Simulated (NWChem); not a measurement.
Molecule: RbF; SMILES [F][Rb]

```xyz
2

Rb     0.0000     0.0000    -0.4892
F      0.0000     0.0000     1.8285
```
Atoms are numbered in this order, from 1.

Coordinates come from a PBE-D3(BJ)/def2-SVP optimisation. def2 effective core potentials on Rb; no spin-orbit coupling.

Problem. List the 4 lowest vertical singlet excitations from PBE/def2-TZVP with def2 effective core potentials on Rb, TDA (NWChem).

Solution. 
| state | energy (eV) | oscillator strength | leading excitation (squared amplitude) |
|---|---|---|---|
| S1 | 2.82 | 0.003 | HOMO−1 → LUMO (1.00) |
| S2 | 2.82 | 0.003 | HOMO−2 → LUMO (1.00) |
| S3 | 2.94 | 0.062 | HOMO → LUMO (0.98) |
| S4 | 4.10 | 0.009 | HOMO → LUMO+2 (0.54) |
